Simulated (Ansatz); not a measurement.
Basis-set series for C₃H₉O₃Sc, SMILES `C[O][Sc]([O]C)[O]C`. The species carries charge 0 and has multiplicity 1. Geometry: relaxed with PBE0-D4/def2-TZVP. It is one conformer, not always the lowest.

```json
{"functional": "PBE0-D4", "basis": "def2-SVP", "functions": "160", "energy (Eh)": "-1105.34993", "HOMO (eV)": "-6.97", "LUMO (eV)": "-1.14"}
{"functional": "PBE0-D4", "basis": "def2-TZVPP", "functions": "376", "energy (Eh)": "-1105.84593", "HOMO (eV)": "-7.20", "LUMO (eV)": "-1.34"}
{"functional": "ωB97M-V", "basis": "def2-SVP", "functions": "160", "energy (Eh)": "-1105.72447", "HOMO (eV)": "-9.32", "LUMO (eV)": "0.19"}
{"functional": "ωB97M-V", "basis": "def2-TZVPP", "functions": "376", "energy (Eh)": "-1106.23325", "HOMO (eV)": "-9.56", "LUMO (eV)": "0.04"}
```

Problem. Give the rows for def2-QZVPP. (An estimate is asked.)

Solution. Ansatz gave: 
```csv
functional,basis,functions,energy (Eh),HOMO (eV),LUMO (eV)
PBE0-D4,def2-QZVPP,705,-1105.88019,-7.21,-1.34
ωB97M-V,def2-QZVPP,705,-1106.26568,-9.58,-0.04
```

Positive LUMOs are unbound and depend on the basis. Scalar relativity is left out up to krypton.
